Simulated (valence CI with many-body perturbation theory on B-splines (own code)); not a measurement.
**Level structure of Ag16+**

Computed by relativistic CI+MBPT: three valence electrons over a frozen Dirac-Fock core [Ar] 3d10, a basis of 11 s, 11 p, 10 d, 8 f, 5 g, 2 h functions for each j, with the one-electron correlation potential Σ1 (screened to all orders), the two-electron term Σ2, the three-electron term Σ3, Breit, model QED; selected single and double excitations, second order for the rest, scaled by the run's own slope (own B-spline code, finite nucleus).

No measured levels were compared; by estimate levels hold to about 250 cm⁻¹ or 0.2 % of their energy and the worst to 1 %, as in measured heavy ions of charge 2 to 7; those with d or f electrons hold less well.

Levels 91 to 135 of 188, with energies above the lowest level, 4s2.4p 2P°_1/2. "Leading %" is the weight of the configuration and term that name the level; weights of strongly mixed levels are sums over their largest components and can fall short. Lifetimes count E1, E2, E3, M1 and M2 decay at the calculated energies, and are blank where another channel may lead or the interval is too uncertain; long ones can be off by a factor of two.

```tsv
No.	Configuration	Term	J	E (cm⁻¹)	Leading %	g	Second component	Lifetime
91	4s.4d2	2D	3/2	1474400	53	0.788	18 % 4s.4p.4f 2D	5.68 ps
92	4s.4d2	2D	5/2	1477100	24	1.160	20 % 4s.4p.4f 4F	5.54 ps
93	4s.4p.4f	4D	1/2	1478400	99	-0.002		8.49 ps
94	4s.4p.4f	4D	3/2	1478800	73	1.018	12 % 4s.4p.4f 4F	7.16 ps
95	4s2.5p	2P°	3/2	1478800	96	1.334		7.49 ps
96	4s.4p.4f	4F	7/2	1479600	45	1.254	33 % 4s.4d2 4F	4.93 ps
97	4s.4p.4f	4D	5/2	1479700	43	1.221	18 % 4s.4p.4f 4F	6.40 ps
98	4s.4d2	4F	9/2	1479800	47	1.319	43 % 4s.4p.4f 4F	4.54 ps
99	4s.4p.4f	2G	7/2	1503000	35	1.026	28 % 4s.4p.4f 2F	6.67 ps
100	4s.4p.4f	2F	5/2	1503800	46	0.869	39 % 4s.4d2 2F	7.69 ps
101	4s.4d2	2F	7/2	1511800	43	1.072	23 % 4s.4p.4f 2G	7.33 ps
102	4s.4p.4f	2D	5/2	1529600	48	1.129	20 % 4s.4d2 2D	4.56 ps
103	4s.4p.4f	2G	9/2	1534500	86	1.111	10 % 4s.4d2 2G	6.10 ps
104	4s.4d2	2S	1/2	1545300	52	1.433	36 % 4s.4d2 2P	4.29 ps
105	4s.4p.4f	2D	3/2	1551600	60	0.837	21 % 4s.4d2 2D	5.16 ps
106	4s.4d2	2P	1/2	1557000	49	1.241	40 % 4s.4d2 2S	4.58 ps
107	4s.4d2	2P	3/2	1558100	76	1.285	11 % 4p2.4d 2P	4.25 ps
108	4s.4p.4f	2D	3/2	1577900	81	0.798	6 % 4p2.4d 2D	4.92 ps
109	4s.4p.4f	2D	5/2	1579200	65	1.142	12 % 4s.4d2 2D	4.74 ps
110	4s.4p.4f	2F	5/2	1581500	37	0.958	22 % 4s.4p.4f 2D	3.59 ps
111	4s.4p.4f	2F	7/2	1581700	44	1.119	32 % 4s.4d2 2F	3.36 ps
112	4s.4p.4f	2G	9/2	1585400	58	1.114	34 % 4s.4d2 2G	3.58 ps
113	4s.4p.5s	4P°	1/2	1585900	93	2.540	6 % 4s.4p.5s 2P°	3.41 ps
114	4s.4p.4f	2G	7/2	1593600	58	0.907	30 % 4s.4d2 2G	3.67 ps
115	4s.4p.5s	4P°	3/2	1599000	85	1.676	13 % 4s.4p.5s 2P°	3.25 ps
116	4s.4p.5s	2P°	1/2	1615500	94	0.758	5 % 4s.4p.5s 4P°	3.05 ps
117	4s.4p.5s	4P°	5/2	1645000	99	1.600		3.62 ps
118	4s.4p.5s	2P°	3/2	1663100	88	1.375	10 % 4s.4p.5s 4P°	2.52 ps
119	4p.4d2	4G°	5/2	1696500	56	0.675	18 % 4p.4d2 2F°	57.7 ps
120	4s2.5d	2D	3/2	1698500	92	0.806	4 % 4s.4p.5p 2D	6.92 ps
121	4s2.5d	2D	5/2	1703700	93	1.202		7.51 ps
122	4p.4d2	4G°	7/2	1716200	68	1.009	15 % 4p2.4f 4G°	51.3 ps
123	4s.4p.5p	4D	1/2	1719600	71	0.243	23 % 4s.4p.5p 2P	5.52 ps
124	4s.4p.5s	2P°	1/2	1727100	95	0.700		2.33 ps
125	4s.4p.5s	2P°	3/2	1729100	93	1.348		2.96 ps
126	4p.4d2	4G°	5/2	1729200	22	0.978	19 % 4p.4d2 2D°	20.5 ps
127	4p.4d2	2H°	9/2	1731700	27	1.052	26 % 4p.4d2 4G°	38.4 ps
128	4p2.4f	2G°	7/2	1732300	28	1.023	27 % 4p.4d2 2G°	21.1 ps
129	4s.4p.5p	4D	3/2	1732900	59	1.215	24 % 4s.4p.5p 2P	5.46 ps
130	4p.4d2	2D°	3/2	1740300	56	0.897	15 % 4p.4d2 4D°	15.6 ps
131	4p.4d2	4G°	9/2	1743000	48	1.106	15 % 4p.4d2 2H°	52.9 ps
132	4s.4p.5p	4P	1/2	1746300	80	2.419	10 % 4s.4p.5p 2S	6.97 ps
133	4p.4d2	4D°	7/2	1750100	18	1.223	16 % 4p.4d2 2F°	20.7 ps
134	4s.4p.5p	4P	3/2	1751600	32	1.447	20 % 4s.4p.5p 4D	5.98 ps
135	4p.4d2	4D°	1/2	1756900	83	0.335	10 % 4p.4d2 4P°	11.7 ps
```

Names give the largest LS component (configuration and term), which can be under half, so a name can repeat, a term be missing and a line seem to break the LS rules; names also repeat where a configuration has a term twice.

Where two levels of one J and parity lie close, their mixing, g and order are uncertain.
